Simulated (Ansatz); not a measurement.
Born–Oppenheimer molecular dynamics of CH₈BNO₃ (14 atoms, charge 0, multiplicity 1). It starts from a rough guess of a transition structure, not a stationary point.

Method: UKS PBE0/STO-3G (Ansatz 0.2.0).

* ensemble: NVE (velocity Verlet)
* time step: 0.5 fs
* steps asked: 150
* starting velocities drawn for: 600 K
* seed: 544358

First frame:

```xyz
14
Properties=species:S:1:pos:R:3
B -0.639 0.311 -0.745
N 0.404 0.281 0.728
C 0.587 -0.939 1.484
O -1.151 -0.891 -1.137
O -1.429 1.435 -0.725
H 1.196 0.575 -0.313
O 0.875 0.672 -1.548
H 0.193 1.069 1.323
H 0.904 -1.732 0.806
H -0.340 -1.258 1.975
H 1.359 -0.809 2.249
H -0.500 -1.583 -1.225
H -2.296 1.268 -1.090
H 0.838 1.600 -1.782
```

How far do the bonds stretch over the last three quarters of this one trajectory? (Pairs bonded in most of those frames.)


```
  bond  mean (Å)  spread (Å)  shortest  longest
 B1–N2     1.787       0.091      1.59     1.94
 B1–O4     1.418       0.060      1.30     1.52
 B1–O5     1.413       0.045      1.33     1.50
 B1–O7     1.529       0.052      1.46     1.63
 N2–C3     1.504       0.056      1.42     1.58
 N2–H6     1.141       0.064      1.02     1.25
 N2–H8     1.052       0.028      1.00     1.11
 C3–H9     1.104       0.015      1.08     1.13
C3–H10     1.106       0.026      1.06     1.15
C3–H11     1.104       0.015      1.07     1.14
O4–H12     1.019       0.047      0.94     1.09
O5–H13     1.025       0.058      0.93     1.11
O7–H14     1.023       0.058      0.93     1.10
```

Pairs bonded in part of these frames only: H6–O7 10 %.

Mean temperature of the second half: 563 K. The conserved energy stayed within 0.36 meV per atom of its start (net change 0.097 meV per atom), so the integration is sound. A run of 0.075 ps of so small a system gives no equilibrium averages. The orbitals were unrestricted but ended closed-shell. Limits of this set-up: minimal basis.

Time of the run: 9.5 min on 1 thread of Arm Neoverse V2 (shared host), peak memory 0.15 GiB.
